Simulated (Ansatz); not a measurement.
Basis sets compared for Ge3Cl (the lowest doublet isomer of a short search). Charge 0, multiplicity 2. Geometry r2SCAN-D4/def2-SVP. Ansatz on 4 threads of Arm Neoverse V2 on a shared host; times are rough, and most runs start from earlier orbitals.

```xyz
4

Ge    0.364    1.274   -0.229
Ge    1.410   -0.612   -1.297
Ge   -0.203   -1.280    0.359
Cl   -1.571    0.618    1.167
```

The structure comes from a short search, and lower isomers may exist.

Binding counts from free atoms (Ge triplet, Cl doublet) in the same basis, without a counterpoise term.

| level | functions | energy (Eh) | HOMO (eV) | LUMO (eV) | binding per atom (eV) | wall time |
| --- | --- | --- | --- | --- | --- | --- |
| PBE-D4/def2-SVP | 114 | -6689.2080 | -4.92 | -4.27 | 2.64 | 1.4 s |
| PBE-D4/def2-TZVP | 181 | -6690.1528 | -4.95 | -4.27 | 2.65 | 2.6 s |
| r2SCAN-D4/def2-TZVP (with forces) | 181 | -6691.2011 | -5.31 | -4.17 | 2.55 | 8 s |
| PBE0-D4/def2-SVP | 114 | -6689.3846 | -5.90 | -3.64 | 2.46 | 2.9 s |
| PBE0-D4/def2-TZVP | 181 | -6690.3271 | -5.90 | -3.61 | 2.48 | 6 s |

(1) Estimate the rows for PBE-D4/def2-TZVPD, r2SCAN-D4/def2-TZVPD, PBE0-D4/def2-TZVPD.

Results:

(1) 
```json
{"level": "PBE-D4/def2-TZVPD", "functions": "208", "energy (Eh)": "-6690.1547", "HOMO (eV)": "-4.99", "LUMO (eV)": "-4.32", "binding per atom (eV)": "2.65", "wall time": "4.2 s"}
{"level": "r2SCAN-D4/def2-TZVPD", "functions": "208", "energy (Eh)": "-6691.2026", "HOMO (eV)": "-5.32", "LUMO (eV)": "-4.18", "binding per atom (eV)": "2.55", "wall time": "11 s"}
{"level": "PBE0-D4/def2-TZVPD", "functions": "208", "energy (Eh)": "-6690.3288", "HOMO (eV)": "-5.93", "LUMO (eV)": "-3.64", "binding per atom (eV)": "2.48", "wall time": "7.5 s"}
```
